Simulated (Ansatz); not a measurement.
Reaction (SMILES): [N]=C=O → [N-]=C=O (an electron is taken up)
B3LYP-D3(BJ)/def2-TZVP geometries, fixed; electronic energies without zero-point terms; positive where energy is released.
Largest species:
```
C
O 1 1.1754
N 1 1.2216 2 180.00
```
Charge 0, spin multiplicity 2.

Effect of a fitting basis named in the input at r2SCAN/def2-TZVPP with Ansatz (an electronic-structure program), against the last row, where the adiabatic electron affinity is 3.26 eV. Open shells are unrestricted. The default fits or decomposes integrals by the program's own choice; accuracy: high also tightens integrals, grids and stops.

```json
[
 {"setting": "fitting: def2-SV(P)-JKFIT", "largest shift of a total energy (mEh)": "-0.026", "shift of the adiabatic electron affinity (eV)": "0.000"},
 {"setting": "fitting: def2-universal-JKFIT", "largest shift of a total energy (mEh)": "-0.026", "shift of the adiabatic electron affinity (eV)": "0.000"},
 {"setting": "fitting: cc-pVTZ-JKFIT", "largest shift of a total energy (mEh)": "-0.009", "shift of the adiabatic electron affinity (eV)": "0.000"},
 {"setting": "fitting: cc-pVQZ-JKFIT", "largest shift of a total energy (mEh)": "-0.005", "shift of the adiabatic electron affinity (eV)": "0.000"},
 {"setting": "fitting: cc-pV5Z-JKFIT", "largest shift of a total energy (mEh)": "-0.005", "shift of the adiabatic electron affinity (eV)": "0.000"},
 {"setting": "fitting: def2-universal-JFIT", "largest shift of a total energy (mEh)": "-0.035", "shift of the adiabatic electron affinity (eV)": "0.000"},
 {"setting": "accuracy: high", "largest shift of a total energy (mEh)": "0.001", "shift of the adiabatic electron affinity (eV)": "0.000"},
 {"setting": "accuracy: medium (default)", "largest shift of a total energy (mEh)": "0.000", "shift of the adiabatic electron affinity (eV)": "0.000"}
]
```

Within 0.002 eV in the adiabatic electron affinity: fitting: def2-SV(P)-JKFIT; fitting: def2-universal-JKFIT; fitting: cc-pVTZ-JKFIT; fitting: cc-pVQZ-JKFIT; fitting: cc-pV5Z-JKFIT; fitting: def2-universal-JFIT; accuracy: high. The largest shift is 0.035 mEh in a total energy and 0.000 eV in the difference.
